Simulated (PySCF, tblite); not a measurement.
A set of runs on `C[SiH2]I` (methylsilyliodide); the geometry of each is named by its level. Settings lines and outputs come from a driver script.

Compound: methylsilyliodide, CH5ISi.
Atom-mapped SMILES: `[CH3:1][SiH2:2][I:3]` (hydrogens: H4, H5, H6 on C1; H7, H8 on Si2)

Step 1: GFN2-xTB geometry optimisation, gas phase (tblite 0.8.0) (from a force-field or distance-geometry start)
```json
{"job": {"kind": "relax", "xc": "GFN2-xTB", "basis": "xTB"}, "charge": 0, "multiplicity": 1}
```
```
step      E/eV     max force
  0    -279.40379    1.408
  1    -279.45930    0.615
  2    -279.48130    0.348
...
 52    -279.57281    0.025
 53    -279.57298    0.026
 54    -279.57306    0.022
 55    -279.57309    0.015
 56    -279.57310    0.009
```

Energy lowered by 3.9 kcal/mol over 56 steps; largest atomic force 0.009 eV/Å at the end. «max force» is the largest atomic force in eV/Å.

The run took 0.19 s of wall time on an Arm Neoverse V1 with one thread, shared host.

Step 2: GFN2-xTB harmonic vibrations, gas phase (tblite 0.8.0) (on the GFN2-xTB geometry)
```json
{"job": {"kind": "ir", "xc": "GFN2-xTB", "basis": "xTB"}, "charge": 0, "multiplicity": 1}
```
```
(table of modes left out)
```

18 modes from 127 to 3038 cm⁻¹ (unscaled, harmonic); zero-point energy 33.9 kcal/mol; all wavenumbers are real at this level.

Hardware: one thread of an Arm Neoverse V1, shared host with 32 logical CPUs at a one-minute load of 9.9. Cost: 0.12 s.

Step 3: PBE0-D3(BJ)/def2-SVP geometry optimisation, gas phase, def2 core potentials past Kr (PySCF 2.14.0) (from the GFN2-xTB geometry)
```json
{"job": {"xc": "PBE0", "basis": "def2-SVP", "d3": "d3bj", "grid": 1, "maxiter": 30, "shake": 0.01, "kind": "geom"}, "charge": 0, "multiplicity": 1}
```
```
step   0  E = -628.07258549  max force = 0.018225
step   1  E = -628.07477887  max force = 0.002050
step   2  E = -628.07485653  max force = 0.001103
step   3  E = -628.07487147  max force = 0.000399
optimisation converged
```

Final energy -628.07487 Eh after 3 steps; dipole 2.05 D. Energies in Eh; «max force» is the largest Cartesian gradient component in Eh/bohr.

The run took 12 s wall on one thread of an Intel Xeon Platinum 8375C at 2.90 GHz, on a shared host, and the process peaked at 0.37 GiB of memory.

Final geometry (PBE0-D3(BJ)/def2-SVP):
```
atom  x, y, z in Å
C1    -0.7057    0.2709    0.1629
Si2    1.1169   -0.1411    0.2182
I3     2.4194    1.9268    0.5111
H4    -1.0203    0.7657    1.0937
H5    -0.9246    0.9442   -0.6796
H6    -1.2946   -0.6520    0.0388
H7     1.5805   -0.7736   -1.0502
H8     1.4469   -1.0335    1.3666
```

 (This holds for the electronic-property runs.)
